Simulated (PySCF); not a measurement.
Si(CF3)(Cl)2(H) (CHCl₂F₃Si), SMILES FC(F)(F)[SiH](Cl)Cl.

Coordinates come from a ωB97X-D3(BJ)/def2-SVP optimisation.

Method: r2SCAN/def2-TZVP (PySCF).

Symmetry labels are those of the subgroup Cs that the program uses (full group Cs).

Computed valence orbital energies around the gap with their symmetry:
```csv
orbital,symmetry,energy (eV)
HOMO−7,A",-10.92
HOMO−6,A',-10.73
HOMO−5,A",-10.45
HOMO−4,A',-9.89
HOMO−3,A',-9.13
HOMO−2,A",-9.06
HOMO−1,A",-8.78
HOMO,A',-8.31
LUMO,A',-0.99
LUMO+1,A",-0.78
LUMO+2,A',0.28
LUMO+3,A',0.35
```
